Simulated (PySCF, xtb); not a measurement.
CH4F2OSSi, SMILES CO[Si](F)(F)S.

GFN2-xTB (xtb) at its own geometry gives an orbital gap of 5.56 eV and a dipole moment of 3.41 D.

Coordinates come from a PBE-D3(BJ)/def2-SVP optimisation. The structure was generated by enumeration, and PubChem lists no compound with its InChIKey, so it may never have been made. One conformer was computed; it need not be the lowest.

Question: What does ωB97X/def2-TZVP run with PySCF give? (An estimate is asked for; the answer gives what the named calculation found.)

Answer: gap 12.82 eV (levels -10.69 and 2.13 eV), dipole 2.86 D.
